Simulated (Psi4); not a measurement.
Psi4 input (wB97X-D/6-311+G**):

```
memory 1500 MB

molecule {
1 1
B    -0.00000000   -0.00000000   -0.65016523
F     0.00000000    0.00000000    0.56413896
H    -0.00000000   -0.00000000   -1.82642451
symmetry c1
no_reorient
no_com
}

set {
  basis 6-311+G**
  reference rks
  scf_type pk
  dft_radial_points 99
  dft_spherical_points 590
  e_convergence 1e-8
  d_convergence 1e-7
  maxiter 150
}

e = energy('wb97x-d')
print_out(f'\nFINAL {e:.10f} DIPOLE {variable("CURRENT DIPOLE")[0]:.6f} {variable("CURRENT DIPOLE")[1]:.6f} {variable("CURRENT DIPOLE")[2]:.6f}\n')
```

Output:

```
   => Loading Basis Set <=

    Name: 6-311+G**
    Role: ORBITAL
    Keyword: BASIS
    atoms 1 entry B          line   108 file 6-311pgss.gbs
    atoms 2 entry F          line   192 file 6-311pgss.gbs
    atoms 3 entry H          line    42 file 6-311pgss.gbs

   => WB97X-D: Empirical Dispersion <=

    Chai and Head-Gordon Dispersion Correction
    Chai, J.-D.; Head-Gordon, M. (2010), J. Chem. Phys., 132: 6615-6620

        s6 =       1.000000

         ---------------------------------------------------------
                                   SCF
               by Justin Turney, Rob Parrish, Andy Simmonett
                          and Daniel G. A. Smith
                              RKS Reference
         ---------------------------------------------------------

  ==> Geometry <==

    Molecular point group: c1
    Full point group: C_inf_v

    Geometry (in Angstrom), charge = 1, multiplicity = 1:

       Center              X                  Y                   Z               Mass
    ------------   -----------------  -----------------  -----------------  -----------------
         B            0.000000000000     0.000000000000    -0.650165230000    11.009305360000
         F            0.000000000000     0.000000000000     0.564138960000    18.998403162730
         H            0.000000000000     0.000000000000    -1.826424510000     1.007825032230

  Running in c1 symmetry.

  Rotational constants: A = ************  B =      1.19881  C =      1.19881 [cm^-1]
  Rotational constants: A = ************  B =  35939.28855  C =  35939.28855 [MHz]
  Nuclear repulsion =   23.852041488444438

  Charge       = 1
  Multiplicity = 1
  Electrons    = 14
  Nalpha       = 7
  Nbeta        = 7

  ==> Algorithm <==

  SCF Algorithm Type is PK.
  DIIS enabled.
  MOM disabled.
  Fractional occupation disabled.
  Guess Type is SAD.
  Energy threshold   = 1.00e-08
  Density threshold  = 1.00e-07
  Integral threshold = 1.00e-12

  ==> Primary Basis <==

  Basis Set: 6-311+G**
    Blend: 6-311+G**
    Number of shells: 24
    Number of basis functions: 50
    Number of Cartesian functions: 52
    Spherical Harmonics?: true
    Max angular momentum: 2

  ==> DFT Potential <==

   => LibXC <=

    Version 7.1.2
    S. Lehtola, C. Steigemann, M. J. T. Oliveira, and M. A. L. Marques,  SoftwareX 7, 1–5 (2018) (10.1016/j.softx.2017.11.002)

   => Composite Functional: WB97X-D <=

    wB97X-D Hyb-GGA Exchange-Correlation Functional

    J.-D. Chai and M. Head-Gordon,  Phys. Chem. Chem. Phys. 10, 6615–6620 (2008) (10.1039/B810189B)

    Deriv               =              1
    GGA                 =           TRUE
    Meta                =          FALSE

    Exchange Hybrid     =           TRUE
    MP2 Hybrid          =          FALSE

   => Exchange-Correlation Functionals <=

    1.0000   wB97X-D range-separated functional

   => Exact (HF) Exchange <=

    0.7780            HF,LR [omega = 0.2000]
    0.2220               HF

   => LibXC Density Thresholds  <==

    XC_HYB_GGA_XC_WB97X_D:  1.00E-14

   => Molecular Quadrature <=

    Radial Scheme          =       TREUTLER
    Pruning Scheme         =           NONE
    Nuclear Scheme         =       TREUTLER

    Blocking Scheme        =         OCTREE
    BS radius alpha        =              1
    Pruning alpha          =              1
    Radial Points          =             99
    Spherical Points       =            590
    Total Points           =         171490
    Total Blocks           =           1318
    Max Points             =            256
    Max Functions          =             50
    Weights Tolerance      =       1.00E-15

  ==> Integral Setup <==

  Using in-core PK algorithm.
   Calculation information:
      Number of atoms:                   3
      Number of AO shells:              24
      Number of primitives:             44
      Number of atomic orbitals:        52
      Number of basis functions:        50

      Integral cutoff                 1.00e-12
      Number of threads:                 1

  Performing in-core PK
  Using 2440350 doubles for integral storage.
  We computed 45094 shell quartets total.
  Whereas there are 45150 unique shell quartets.

  Computing range-separated integrals for PK
  We computed 45094 wK shell quartets total.
  Whereas there are 45150 wK unique shell quartets.

  ==> DiskJK: Disk-Based J/K Matrices <==

    J tasked:                  Yes
    K tasked:                  Yes
    wK tasked:                 Yes
    Omega:               2.000E-01
    Schwarz Cutoff:          1E-12


  Cached 100.0% of DFT collocation blocks in 0.221 [GiB].

  Minimum eigenvalue in the overlap matrix is 4.3485222791E-04.
  Reciprocal condition number of the overlap matrix is 8.6104446927E-05.
    Using symmetric orthogonalization.

  ==> Pre-Iterations <==

  SCF Guess: Superposition of Atomic Densities via on-the-fly atomic UHF (no occupation information).

   -------------------------
    Irrep   Nso     Nmo
   -------------------------
     A         50      50
   -------------------------
    Total      50      50
   -------------------------

  ==> Iterations <==

                        Total Energy        Delta E     RMS |[F,P]|

   @RKS iter SAD:  -124.69789735769579   -1.24698e+02   0.00000e+00
   @RKS iter   1:  -124.92382530109592   -2.25928e-01   5.95412e-03 DIIS/ADIIS
   @RKS iter   2:  -124.91883531835271    4.98998e-03   7.37742e-03 DIIS/ADIIS
   @RKS iter   3:  -124.95692951803633   -3.80942e-02   5.12702e-04 DIIS/ADIIS
   @RKS iter   4:  -124.95716135375483   -2.31836e-04   8.00996e-05 DIIS
   @RKS iter   5:  -124.95716899734151   -7.64359e-06   9.69045e-06 DIIS
   @RKS iter   6:  -124.95716922328216   -2.25941e-07   1.43353e-06 DIIS
   @RKS iter   7:  -124.95716922760398   -4.32182e-09   2.16977e-07 DIIS
   @RKS iter   8:  -124.95716922770303   -9.90497e-11   2.16428e-08 DIIS
  Energy and wave function converged.

  ==> Post-Iterations <==

   Electrons on quadrature grid:
      Ntotal   =   14.0000000210 ; deviation = 2.099e-08

    Orbital Energies [Eh]
    ---------------------

    Doubly Occupied:

       1A    -25.221685     2A     -7.345672     3A     -1.738693
       4A     -1.027697     5A     -0.937865     6A     -0.937865
       7A     -0.894060

    Virtual:

       8A     -0.272726     9A     -0.272726    10A     -0.179094
      11A     -0.104622    12A     -0.068897    13A     -0.068897
      14A     -0.048491    15A      0.074189    16A      0.114337
      17A      0.114337    18A      0.149631    19A      0.195194
      20A      0.195194    21A      0.212779    22A      0.288807
      23A      0.410624    24A      0.461286    25A      0.556447
      26A      0.556447    27A      0.642795    28A      0.642795
      29A      0.977699    30A      1.083348    31A      1.083348
      32A      1.329213    33A      1.474534    34A      1.474534
      35A      1.563677    36A      1.563677    37A      1.631960
      38A      1.798472    39A      2.312102    40A      2.462938
      41A      3.491109    42A      3.491109    43A      3.801640
      44A      3.801640    45A      4.213966    46A      5.998756
      47A      5.998756    48A      6.305346    49A     14.832747
      50A     66.537062

    Final Occupation by Irrep:
              A
    DOCC [     7 ]
    NA   [     7 ]
    NB   [     7 ]

  @RKS Final Energy:  -124.95716922770303

   => Energetics <=

    Nuclear Repulsion Energy =             23.8520414884444385
    One-Electron Energy =                -214.3961276370685027
    Two-Electron Energy =                  75.8286890968279721
    DFT Exchange-Correlation Energy =     -10.2416231700402083
    Empirical Dispersion Energy =          -0.0001490058667135
    VV10 Nonlocal Energy =                  0.0000000000000000
    Total Energy =                       -124.9571692277030337

Computation Completed

Properties will be evaluated at   0.000000,   0.000000,   0.000000 [a0]

Properties computed using the SCF density matrix

 Multipole Moments:

 ------------------------------------------------------------------------------------
     Multipole            Electronic (a.u.)      Nuclear  (a.u.)        Total (a.u.)
 ------------------------------------------------------------------------------------

 L = 1.  Multiply by 2.5417464519 to convert [e a0] to [Debye]
 Dipole X            :         -0.0000000            0.0000000           -0.0000000
 Dipole Y            :          0.0000000            0.0000000            0.0000000
 Dipole Z            :         -1.4205603           -0.0000000           -1.4205604
 Magnitude           :                                                    1.4205604

 ------------------------------------------------------------------------------------

FINAL -124.9571692277 DIPOLE -0.000000 0.000000 -1.420560

*** Psi4 exiting successfully. Buy a developer a beer!
```

The dipole moment of an ion depends on the origin.
